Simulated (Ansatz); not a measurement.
Consider the redistribution: `C#[C][Zr]([OH])([F])[O]C` + `B[Se]C` → `C[O][Zr]([OH])([F])[Se]C` + `BC#C`.

Program: Ansatz. Geometries: PBE0-D4/def2-TZVP. ΔE: electronic, gas phase. CCSD(T)/CBS adds triple-zeta CCSD(T) − MP2 to the extrapolated MP2 energy (def2 sets, frozen cores). DFT in def2-TZVPP. def2 core potentials past Kr. For Se, Zr outer-core shells are correlated without core-valence functions, which leaves a few kJ/mol of doubt a bond. Scalar relativity is left out up to krypton. Each species was taken in one conformer, which may not be the lowest.

```
         level  ΔE (eV)
  CAM-B3LYP-D4    -0.24
       ωB97X-V    -0.20
       ωB97M-V    -0.21
MP2/def2-QZVPP    -0.21
```

(1) What does CCSD(T)/CBS give? (Estimate.)

Largest T1 diagnostic among the species: 0.017.

## Answers

(1) Computed: -0.19 eV. The listed levels differ from it by -0.05, -0.01, -0.02, -0.02 eV.

Leaving LDA and LC-ωPBE aside and taking each functional with its dispersion term where it has one, the values, not all of them listed here, spread over 0.11 eV, from BHLYP-D4 to ωB97X-V. LDA lies −0.04 eV from PBE without D4. The D4 term adds −0.05 eV with B3LYP and −0.03 eV with PBE0; it sums over pairs of atoms, weighted by their polarisabilities, and B3LYP, whose exchange is more repulsive, gets the larger term. From BLYP to BHLYP (50 % exact exchange), in def2-TZVPP and without D4, ΔE moves by −0.05 eV.

B3LYP here is the variant with VWN-RPA as its local correlation; programs differ in this.
